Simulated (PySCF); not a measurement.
**Working out the excitation energy of F⁺**

F⁺ [He] 2s2 2p4 (3P) → F⁺ [He] 2s1 2p5 (3P). Calculation: PySCF 2.14, in dyall-av2z; the non-relativistic Hamiltonian (point nucleus). Frozen: 1s2; the 8 highest virtual orbitals dropped. Energies in hartree (1 hartree = 27.21139 eV):

| part | F⁺ (lower) | F⁺ (upper) |
| --- | --- | --- |
| UHF | -98.835246 | -98.037818 |
| MP2 opposite-spin | -0.092540 | -0.122919 |
| MP2 same-spin | -0.031420 | -0.035164 |

What does Hartree-Fock give?

(-98.037818) − (-98.835246) = 0.797428 hartree = 21.699 eV.

What do MP2 and SCS-MP2 (6/5 opposite-spin, 1/3 same-spin) give?

The opposite-spin parts differ by -0.827 eV and the same-spin parts by -0.102 eV. MP2: 21.699 + (-0.827) + (-0.102) = 20.770 eV. SCS-MP2: 21.699 + 1.2 × (-0.827) + (-0.102)/3 = 20.673 eV.

Measured between the centres of the two terms (NIST): 20.431 eV, so MP2 (valence) is off by 0.339 eV.

A double-zeta basis recovers only part of the correlation energy.

What remains against the reference includes basis incompleteness, the frozen core and correlation beyond second order.
